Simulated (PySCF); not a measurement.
## Exercise with solution: entropy of an ideal gas

Si(H)(F)2(Me) (CH₄F₂Si), SMILES C[SiH](F)F.

Geometry optimised at PBE-D3(BJ)/def2-SVP.

PBE-D3(BJ)/def2-SVP (PySCF) gives the harmonic wavenumbers 133, 208, 263, 319, 648, 718, 746, 818, 822, 905, 956, 1228, 1375, 1377, 2219, 2982, 3085, 3088 cm⁻¹ and the rotational temperatures 0.3097, 0.2834, 0.1723 K. The molar mass is 82.12 g/mol, the symmetry number 1, the spin multiplicity 1.

Problem. Work out the entropy at 298.15 K and 1 atm in the rigid-rotor, harmonic-oscillator model.

Solution. 
Translation (Sackur–Tetrode at 1 atm): S = R[1.5 ln M + 2.5 ln T − 1.16487] = 163.7 J/(mol K).
Rotation: q = (√π/σ) T^1.5/√(θA θB θC) = 74200, S = R[ln q + 3/2] = 105.7 J/(mol K).
Vibration: with u = 1.4388 ν/T, each mode gives R[u/(e^u − 1) − ln(1 − e^−u)]:
| ν (cm⁻¹) | modes | u | S (J/(mol K)) |
|---|---|---|---|
| 133 | 1 | 0.64 | 12.14 |
| 208 | 1 | 1.00 | 8.62 |
| 263 | 1 | 1.27 | 6.87 |
| 319 | 1 | 1.54 | 5.50 |
| 648 | 1 | 3.13 | 1.57 |
| 718 | 1 | 3.46 | 1.19 |
| 746 | 1 | 3.60 | 1.07 |
| 818 | 1 | 3.95 | 0.81 |
| 822 | 1 | 3.97 | 0.80 |
| 905 | 1 | 4.37 | 0.57 |
| 956 | 1 | 4.61 | 0.47 |
| 1228 | 1 | 5.93 | 0.15 |
| 1375 | 1 | 6.64 | 0.08 |
| 1377 | 1 | 6.64 | 0.08 |
The stiffer modes add less than 0.005 each. Sum 39.9 J/(mol K).
Spin: R ln 1 = 0.0 J/(mol K).
Total 309.4 J/(mol K); the program's own thermochemistry gives 309.4. Translation makes up 53 % and vibration 13 %. Anharmonicity, hindered rotation and orbital degeneracy are left out.
